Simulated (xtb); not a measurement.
Input file for xtb: GFN1-xTB on CdH+, 2S+1 = 1, a spin state set in the input, which need not be the lowest, a point of a bond scan (R = 1.713 Å). Charge +1.

```
$ xtb mol.xyz --gfn 1 --sp --chrg 1 --uhf 0
2

Cd     0.00000000     0.00000000     0.00000000
H      0.00000000     0.00000000     1.71263500
```

It printed:

```
[...]
           -------------------------------------------------
          |                Calculation Setup                |
           -------------------------------------------------



           -------------------------------------------------
          |                 G F N 1 - x T B                 |
           -------------------------------------------------

        Reference                      10.1021/acs.jctc.7b00118
      * Hamiltonian:
        H0-scaling (s, p, d)           1.850000    2.250000    2.000000
        zeta-weighting                 0.000000
      * Dispersion:
        s8                             2.400000
        a1                             0.630000
        a2                             5.000000
        s9                             0.000000
      * Repulsion:
        kExp                           1.500000
        rExp                           1.000000
      * Coulomb:
        alpha                          2.000000
        third order                    atomic
        anisotropic                    false
      * Halogen bond correction:
        rad-scale                      1.300000
        damping                        0.440000


          ...................................................
          :                      SETUP                      :
          :.................................................:
          :  # basis functions                   6          :
          :  # atomic orbitals                   6          :
          :  # shells                            4          :
          :  # electrons                         2          :
          :  # halogen bonds                     0          :
          :  max. iterations                   250          :
          :  Hamiltonian                  GFN1-xTB          :
          :  restarted?                      false          :
          :  GBSA solvation                  false          :
          :  PC potential                    false          :
          :  electronic temp.          300.0000000     K    :
          :  accuracy                    1.0000000          :
          :  -> integral cutoff          0.2500000E+02      :
          :  -> integral neglect         0.1000000E-07      :
          :  -> SCF convergence          0.1000000E-05 Eh   :
          :  -> wf. convergence          0.2000000E-04 e    :
          :  Broyden damping             0.4000000          :
          :  net charge                          1          :
          :  unpaired electrons                  0          :
          ...................................................

 iter      E             dE          RMSdq      gap      omega  full diag
   1     -0.9061808 -0.906181E+00  0.530E-01    4.88       0.0  T
   2     -0.9067298 -0.548968E-03  0.334E-01    4.89       1.0  T
   3     -0.9067670 -0.371887E-04  0.179E-01    4.89       1.0  T
   4     -0.9067679 -0.977515E-06  0.380E-04    4.89     186.0  T
   5     -0.9067679 -0.255237E-09  0.881E-07    4.89   80216.5  T
   6     -0.9067679  0.144329E-14  0.356E-07    4.89  100000.0  T

   *** convergence criteria satisfied after 6 iterations ***

         #    Occupation            Energy/Eh            Energy/eV
      -------------------------------------------------------------
         1        2.0000           -0.7320989             -19.9214 (HOMO)
         2                         -0.5524581             -15.0331 (LUMO)
         3                         -0.3654210              -9.9436
         4                         -0.3654210              -9.9436
         5                         -0.3075202              -8.3681
         6                          0.0055167               0.1501
      -------------------------------------------------------------
                  HL-Gap            0.1796408 Eh            4.8883 eV
             Fermi-level           -0.6422785 Eh          -17.4773 eV

 SCC (total)                   0 d,  0 h,  0 min,  0.001 sec
 SCC setup                      ...        0 min,  0.000 sec (  8.705%)
 Dispersion                     ...        0 min,  0.000 sec (  3.345%)
 classical contributions        ...        0 min,  0.000 sec (  1.399%)
 integral evaluation            ...        0 min,  0.000 sec ( 17.020%)
 iterations                     ...        0 min,  0.001 sec ( 46.022%)
 molecular gradient             ...        0 min,  0.000 sec ( 10.558%)
 printout                       ...        0 min,  0.000 sec ( 12.053%)

         :::::::::::::::::::::::::::::::::::::::::::::::::::::
         ::                     SUMMARY                     ::
         :::::::::::::::::::::::::::::::::::::::::::::::::::::
         :: total energy              -0.904299620779 Eh    ::
         :: gradient norm              0.053405212387 Eh/a0 ::
         :: HOMO-LUMO gap              4.888274625059 eV    ::
         ::.................................................::
         :: SCC energy                -0.906767944597 Eh    ::
         :: -> electrostatic           0.102022664438 Eh    ::
         :: repulsion energy           0.002629714088 Eh    ::
         :: dispersion energy         -0.000161390270 Eh    ::
         :: halogen bond corr.         0.000000000000 Eh    ::
         :: add. restraining           0.000000000000 Eh    ::
         :: total charge               1.000000000000 e     ::
         :::::::::::::::::::::::::::::::::::::::::::::::::::::

           -------------------------------------------------
          |                Property Printout                |
           -------------------------------------------------

    * Orbital Energies and Occupations

         #    Occupation            Energy/Eh            Energy/eV
      -------------------------------------------------------------
         1        2.0000           -0.7320989             -19.9214 (HOMO)
         2                         -0.5524581             -15.0331 (LUMO)
         3                         -0.3654210              -9.9436
         4                         -0.3654210              -9.9436
         5                         -0.3075202              -8.3681
         6                          0.0055167               0.1501
      -------------------------------------------------------------
                  HL-Gap            0.1796408 Eh            4.8883 eV
             Fermi-level           -0.6422785 Eh          -17.4773 eV

  Mulliken/CM5 charges         n(s)   n(p)   n(d)
     1Cd    0.81718  0.81148   1.147  0.036  0.000
     2H     0.18282  0.18852   0.817  0.000  0.000

Wiberg/Mayer (AO) data.
largest (>0.10) Wiberg bond orders for each atom

 ---------------------------------------------------------------------------
     #   Z sym  total        # sym  WBO       # sym  WBO       # sym  WBO
 ---------------------------------------------------------------------------
     1  48 Cd   0.967 --     2 H    0.967
     2   1 H    0.967 --     1 Cd   0.967
 ---------------------------------------------------------------------------

Topologies differ in total number of bonds
Writing topology from bond orders to xtbtopo.mol

 dipole moment from electron density (au)
     X       Y       Z
   0.0000   0.0000  -0.1141  total (Debye):    0.290


           -------------------------------------------------
          | TOTAL ENERGY               -0.904299620779 Eh   |
          | GRADIENT NORM               0.053405212387 Eh/α |
          | HOMO-LUMO GAP               4.888274625059 eV   |
           -------------------------------------------------

------------------------------------------------------------------------
------------------------------------------------------------------------
 total:
Note: The following floating-point exceptions are signalling: IEEE_DENORMAL
normal termination of xtb
 SCF:
```

The run finished.

Cost: roughly 0.04 core-seconds.
